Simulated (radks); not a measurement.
Neutral hafnium inside a hard spherical wall (all orbitals vanish at R), configuration held at [Xe] 4f14 5d2 6s2 and not refilled when levels cross. Calculated with a radial shooting solver on a logarithmic mesh with Libxc functionals: scalar-relativistic Kohn-Sham, LDA (Slater exchange, VWN5 correlation), spin-polarised, spherical densities, point nucleus; open shells are filled with parallel spins first (spin-orbit coupling, left out, can overturn this in heavy ions). Eigenvalues in eV for spin up, with the zero of energy where the potential of the charges vanishes at infinity; a dash marks a level that is unbound or too diffuse for the functional's potential to be trusted. A positive occupied level is held by the wall or, in an anion where self-interaction has pushed it up, behind a barrier. The pressure on the wall is -dE/dV.

R (bohr)  E (hartree)  kinetic (hartree)    e(5p)    e(4f)   e(6s)   e(5d)  e(6p, empty)  e(7s, empty)  pressure (GPa)
free      -15069.2483          16509.261  -35.967  -16.980  -5.559  -3.239        -1.606        -0.097               0
20        -15069.2483          16509.261  -35.967  -16.980  -5.559  -3.239        -1.606        -0.011        < 0.0001
12        -15069.2482          16509.262  -35.957  -16.969  -5.552  -3.230        -1.570         0.750         0.00160
7         -15069.2249          16509.422  -35.076  -16.059  -4.827  -2.455        -0.128         7.533            1.23
5         -15069.0317          16510.315  -32.026  -12.812  -1.299   0.477         5.513        25.229            23.1
4         -15068.5386          16512.212  -28.097   -8.418   5.647   4.970        15.689        52.321             130
3.5       -15067.8836          16514.648  -24.618   -4.377  13.724   9.465        26.846        79.417             358
3         -15066.4138          16520.110  -18.662    2.593  29.866  17.617        47.877        127.00            1150
2.5       -15062.6365          16533.872   -6.614   16.061  65.539  34.306        91.308        218.45            4550
